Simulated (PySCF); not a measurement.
From one molecule to another.

First species: C₇H₇N₃.
Geometry (GFN2-xTB, Å), atoms numbered from 1 in this order:
```
atom  x, y, z in Å
C1    -2.3078   -0.3087    0.1003
C2    -0.8710   -0.7023    0.0252
N3    -0.6224   -1.9996   -0.0135
N4     0.5910   -2.4610   -0.0756
C5     1.6137   -1.6411   -0.1012
C6     1.4551   -0.2437   -0.0685
C7     2.5968    0.5898   -0.1035
N8     3.5417    1.2383   -0.1324
C9     0.1579    0.2609   -0.0035
C10   -0.1269    1.7226    0.0320
H11   -2.5003    0.2569    1.0108
H12   -2.5769    0.3170   -0.7493
H13   -2.9217   -1.2042    0.0981
H14    2.5932   -2.0938   -0.1511
H15   -0.6814    1.9767    0.9355
H16    0.7959    2.2984    0.0078
H17   -0.7438    2.0061   -0.8209
```

Second species: C7H16N2.
SMILES with atom numbers: `[CH3:1][CH2:2][C@H:3]([CH3:4])/[C:5]([CH3:6])=[N:7]/[NH:8][CH3:9]` (hydrogens: H10, H11, H12 on C1; H13, H14 on C2; H15 on C3; H16, H17, H18 on C4; H19, H20, H21 on C6; H22 on N8; H23, H24, H25 on C9)

Levels: PBE0/pcSseg-1 for dipole moment, HOMO energy, LUMO energy and HOMO–LUMO gap; GFN2-xTB for rotational constant A and rotational constant C. Geometries: GFN2-xTB. Each structure is a single optimised conformer of the isolated species, non-relativistic unless stated; the electronic structure was computed with PySCF and density fitting.

Dipoles, sizes and rotational constants follow the conformer. The torsions of the flexible species, by atom-mapped SMILES:
- `[CH3:1][CH2:2][C@H:3]([CH3:4])/[C:5]([CH3:6])=[N:7]/[NH:8][CH3:9]`: C1–C2–C3–C4 -175°, C2–C3–C5–C6 65°, C5–N7–N8–C9 -159°

Values for the first species:

* Dipole moment: 3.69 D
* HOMO energy: -7.10 eV
* LUMO energy: -2.38 eV
* HOMO–LUMO gap: 4.72 eV
* Rotational constant A: 2.324 GHz
* Rotational constant C: 0.797 GHz

(1) Estimate the same properties for the second species, and the change in each.

Answers

(1) 
```csv
property,first,second,second less first
dipole moment,3.69 D,1.73 D,-1.96 D
HOMO energy,-7.10 eV,-5.84 eV,+1.26 eV
LUMO energy,-2.38 eV,0.82 eV,+3.20 eV
HOMO–LUMO gap,4.72 eV,6.66 eV,+1.94 eV
rotational constant A,2.324 GHz,2.247 GHz,-0.077 GHz
rotational constant C,0.797 GHz,0.818 GHz,+0.021 GHz
```

On the first: The dipole equals about 12.3 × 10⁻³⁰ C·m (1 D = 3.33564 × 10⁻³⁰ C·m).

On the second: A dipole of 1.73 D is allowed in C1, and pure rotational transitions are dipole-allowed. In atomic units the dipole is 0.68 e·bohr (1 au = 2.5417 D).
